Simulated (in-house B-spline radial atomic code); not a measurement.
Results of a calculation; reference values are marked as such.
## Ni in an electron gas of r_s = 3.6: phase shifts, screening and friction

A nucleus sits in a uniform electron gas with a rigid positive background. The Kohn-Sham equations are solved self-consistently in the spin-unpolarised LDA (PW92), non-relativistic, on B-splines with outgoing waves at the boundary and partial waves to l = 8. The model has no lattice, no bands and no magnetic solution. Atomic units; δ_l are the phase shifts at the Fermi level, counted so that each bound state adds π, and good to about 0.0005.

The density parameter is r_s = 3.6 bohr.

```csv
l,δ_l (rad)
0,10.0154
1,6.4218
2,2.9525
3,-0.0093
4,0.0002
5,0.0000
6,0.0000
7,-0.0001
8,-0.0001
```

Bound levels below the band bottom (hartree): s -297.4, s -34.79, p -30.35, s -3.449, p -2.097.

Q: Check the Friedel sum rule, and say where the screening charge sits.

A: k_F = (9π/4)^(1/3)/r_s = 0.53310. The rule is Z = (2/π) Σ (2l + 1) δ_l. The terms are s 6.376, p 12.265, d 9.398, f -0.041 and -0.001 beyond, in all 27.997 against Z = 28. Bound states hold 6 s, 12 p, 0 d electrons, so the scattering states carry 10.00 in all.

Q: Find the transport cross section and the electronic stopping of a 2 keV Ni ion (mass 58.69 u).

A: σ_tr = (4π/k_F²) Σ (l + 1) sin²(δ_l − δ_(l+1)). The terms for l = 0 to 3 are 0.1908, 0.2072, 0.0959, 0.0004, all together 0.4943, so σ_tr = 44.217 × 0.4943 = 21.855 bohr². With n = 3/(4π r_s³) = 0.005117, the friction coefficient is Q = n k_F σ_tr = 0.0596. For v well below v_F = 0.533, dE/dx = Q v; with 24801 eV per u at v = 1, v = √(2000/(24801 × 58.69)) = 0.0371, so dE/dx = 0.00221 hartree/bohr = 1.14 eV/nm. The largest term couples the p and d waves.
